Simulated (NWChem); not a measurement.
Molecule: C2H6FIn; SMILES [CH3][In]([CH3])[F]

```xyz
10

In     0.0000     0.0000    -0.0610
F      0.0000     0.0000     1.9434
C     -2.0474    -0.0002    -0.7661
H     -2.2258    -0.8829    -1.4102
H     -2.2408     0.9174    -1.3549
H     -2.7187    -0.0317     0.1119
C      2.0474     0.0002    -0.7661
H      2.2258     0.8829    -1.4102
H      2.2408    -0.9174    -1.3549
H      2.7187     0.0317     0.1119
```
Atoms are numbered in this order, from 1.

Results from NWChem. All runs use the structure optimised with PBE-D3(BJ)/def2-SVP (def2 core potentials past Kr). Not confirmed as a minimum by frequencies.

Question: Estimate the computed values for PBE/STO-3G, non-relativistic. Quantities: highest occupied level (eV); orbital gap (eV); dipole (D).

Answer: 
| Item | Value |
|---|---|
| highest occupied level (eV) | -1.65 |
| orbital gap (eV) | 3.43 |
| dipole (D) | 0.53 |
